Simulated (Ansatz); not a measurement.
Geometry optimisation, RKS PBE0-D4/def2-SVP in Ansatz 0.2.0.

input.yaml

```yaml
crystal:
  periodic: [false, false, false]
  atoms:
    - { symbol: Ta, position_ang: [-0.429303, 0.416051, 0.208953] }
    - { symbol: Cl, position_ang: [3.045776, -0.694039, 0.626318] }
    - { symbol: O, position_ang: [-0.476102, -0.329056, 1.923169] }
    - { symbol: H, position_ang: [-0.195828, -0.608876, 2.794337] }
    - { symbol: F, position_ang: [0.078923, 1.380125, -1.337105] }
    - { symbol: F, position_ang: [-2.202501, 0.969271, 0.144441] }
    - { symbol: F, position_ang: [0.067916, -1.171004, -0.63998] }
    - { symbol: P, position_ang: [0.849911, 2.31637, 1.273899] }
    - { symbol: H, position_ang: [1.603232, 1.731348, 2.330714] }
    - { symbol: H, position_ang: [1.929992, 2.552562, 0.376922] }
    - { symbol: H, position_ang: [2.775984, 0.599648, 0.820233] }
basis:
  gaussian: { orbitals: def2-SVP }
hamiltonian:
  xc: pbe0
  dispersion: d4
relax:
  f_tol: 0.03
  max_steps: 50
output:
  orbitals: {}
```

Command:

```bash
$ ansatz run input.yaml --threads 4 --pin off --max-ram 5120MiB --backend cpu --events-out ev --progress --plain --runs-dir out
```

**Question.** Where does it end, and by what steps?

**Answer.** The run converged. After 33 steps the energy has fallen by 0.177 eV; H11 moved furthest, 1.61 Å.

```json
{"step": "0", "energy less start (eV)": "0.0000", "largest force component (eV/Å)": "1.113", "accepted": "yes"}
{"step": "2", "energy less start (eV)": "-0.0093", "largest force component (eV/Å)": "0.731", "accepted": "no"}
{"step": "4", "energy less start (eV)": "-0.0434", "largest force component (eV/Å)": "0.110", "accepted": "yes"}
{"step": "6", "energy less start (eV)": "-0.0423", "largest force component (eV/Å)": "0.680", "accepted": "no"}
{"step": "8", "energy less start (eV)": "-0.0522", "largest force component (eV/Å)": "0.156", "accepted": "yes"}
{"step": "10", "energy less start (eV)": "-0.0552", "largest force component (eV/Å)": "0.172", "accepted": "yes"}
{"step": "12", "energy less start (eV)": "-0.0606", "largest force component (eV/Å)": "0.200", "accepted": "yes"}
{"step": "14", "energy less start (eV)": "-0.0400", "largest force component (eV/Å)": "0.950", "accepted": "no"}
{"step": "16", "energy less start (eV)": "-0.0684", "largest force component (eV/Å)": "0.311", "accepted": "yes"}
{"step": "18", "energy less start (eV)": "-0.0736", "largest force component (eV/Å)": "0.140", "accepted": "yes"}
{"step": "20", "energy less start (eV)": "-0.0809", "largest force component (eV/Å)": "0.177", "accepted": "yes"}
{"step": "22", "energy less start (eV)": "-0.0856", "largest force component (eV/Å)": "0.159", "accepted": "yes"}
{"step": "24", "energy less start (eV)": "-0.0974", "largest force component (eV/Å)": "0.420", "accepted": "yes"}
{"step": "26", "energy less start (eV)": "-0.1196", "largest force component (eV/Å)": "0.766", "accepted": "yes"}
{"step": "28", "energy less start (eV)": "-0.1587", "largest force component (eV/Å)": "0.519", "accepted": "yes"}
{"step": "30", "energy less start (eV)": "-0.1640", "largest force component (eV/Å)": "0.392", "accepted": "yes"}
{"step": "32", "energy less start (eV)": "-0.1771", "largest force component (eV/Å)": "0.045", "accepted": "yes"}
{"step": "33", "energy less start (eV)": "-0.1775", "largest force component (eV/Å)": "0.029", "accepted": "yes"}
```

```xyz
11
Properties=species:S:1:pos:R:3
Ta -0.377 0.574 0.234
Cl 3.469 -0.602 1.141
O -0.398 -0.299 1.888
H -0.277 -0.615 2.785
F -0.188 1.648 -1.308
F -2.233 0.703 0.112
F 0.783 -0.695 -0.550
P 0.598 2.548 1.448
H 1.583 1.808 2.165
H 1.466 2.974 0.403
H 2.623 -0.882 0.204
```

Whether the end is a true minimum wasn't checked by a vibrational analysis.

The run took 2 min on 4 threads of Intel(R) Xeon(R) CPU @ 2.60GHz (Ice Lake) (shared host), peak memory 0.48 GiB.
